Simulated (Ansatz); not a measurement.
Cost and result up the ladder for Cs4H3 (7 atoms). Total charge 0; doublet. Geometry: PBE0-D4/def2-TZVP.

```xyz
7

Cs    3.897    0.574    0.622
Cs   -0.395   -2.568   -0.781
Cs   -0.296    1.766    0.193
Cs   -4.822   -1.318   -0.583
H     2.255    2.621    1.066
H     1.534   -0.635   -0.229
H    -2.172   -0.439   -0.289
```

Ansatz on 4 threads of Arm Neoverse V2 on a shared host. Times are rough, and most runs start from the orbitals of an earlier one. ωB97M-V/def2-TZVP serves as the yardstick here, not as an exact answer. Differences are given only for rows in sets of like size (and for xTB, whose basis is part of the method), since another set adds its own error. Binding counts from free atoms at the same level (Cs doublet, H doublet; other spins of the atoms weren't run), without zero-point energy or a counterpoise term.

In the def2 sets Cs takes a core potential; there is no spin–orbit coupling. HSE06 is defined as in plane-wave codes, on full-range PBE exchange. The structure comes from a short search, and lower isomers may exist.

| level | functions | wall time |
| --- | --- | --- |
| PBE-D4/def2-SVP | 111 | 4.2 s |
| PBE-D4/def2-TZVP | 134 | 4.5 s |
| PBE0-D4/def2-SVP | 111 | 4.9 s |
| PBE-D4/def2-TZVPD | 155 | 6 s |
| PBE0-D4/def2-TZVPD | 155 | 6.5 s |
| HSE06-D4/def2-TZVP | 134 | 6.5 s |
| PBE0-D4/def2-TZVP (with forces) | 134 | 7 s |
| BHLYP-D4/def2-TZVP | 134 | 7.5 s |
| r2SCAN-D4/def2-TZVP | 134 | 12 s |
| r2SCANh-D4/def2-TZVP | 134 | 13 s |
| r2SCAN0-D4/def2-TZVP | 134 | 13 s |
| r2SCAN-D4/def2-TZVPD | 155 | 14 s |
| ωB97M-V/def2-TZVP | 134 | 26 s |
| B97M-V/def2-TZVP | 134 | 32 s |

Estimate what each level gives for the binding energy per atom (eV).


```csv
level,binding energy per atom (eV),difference from ωB97M-V/def2-TZVP (eV)
PBE-D4/def2-SVP,1.17,–
PBE-D4/def2-TZVP,1.22,-0.05
PBE0-D4/def2-SVP,1.16,–
PBE-D4/def2-TZVPD,1.23,-0.05
PBE0-D4/def2-TZVPD,1.22,-0.06
HSE06-D4/def2-TZVP,1.21,-0.07
PBE0-D4/def2-TZVP (with forces),1.21,-0.06
BHLYP-D4/def2-TZVP,1.27,0.00
r2SCAN-D4/def2-TZVP,1.23,-0.05
r2SCANh-D4/def2-TZVP,1.22,-0.05
r2SCAN0-D4/def2-TZVP,1.22,-0.06
r2SCAN-D4/def2-TZVPD,1.23,-0.05
ωB97M-V/def2-TZVP,1.28,0.00
B97M-V/def2-TZVP,1.28,0.00
```
